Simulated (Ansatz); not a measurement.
(BaSe)n off: PBE0-D4/def2-SVP single points in Ansatz on relaxed structures, gas phase. Each cluster is the lowest isomer that a short search found in that spin, judged at the geometry's level, and lower ones may exist. Core potentials for Ba, no spin–orbit coupling. Binding counts from free atoms in the multiplicity of their measured ground term, without zero-point energy. Singlets are spin-restricted. The structures are stationary points that may keep the symmetry of their start. Remarks come from the PBE and PBE0 runs and from stability tests at other levels; not every state was tested.

```tsv
species	atoms	state	geometry	HOMO (eV)	LUMO (eV)	gap (eV)	binding per atom (eV)	point group (within 0.1 Å)	remarks
BaSe2	3	singlet	PBE0-D4/def2-TZVP	-4.33	-1.79	2.54	2.52	C2v	–
Ba2Se	3	singlet	PBE-D4/def2-TZVP	-3.21	-1.58	1.63	2.09	C2v	–
Ba3Se2	5	singlet	PBE0-D4/def2-SVP	-2.91	-1.35	1.56	2.82	D3h	restricted SCF unstable in HF
```

The gap (eV) runs from 1.56 (Ba3Se2) to 2.54 (BaSe2). The binding per atom (eV) runs from 2.09 (Ba2Se) to 2.82 (Ba3Se2).
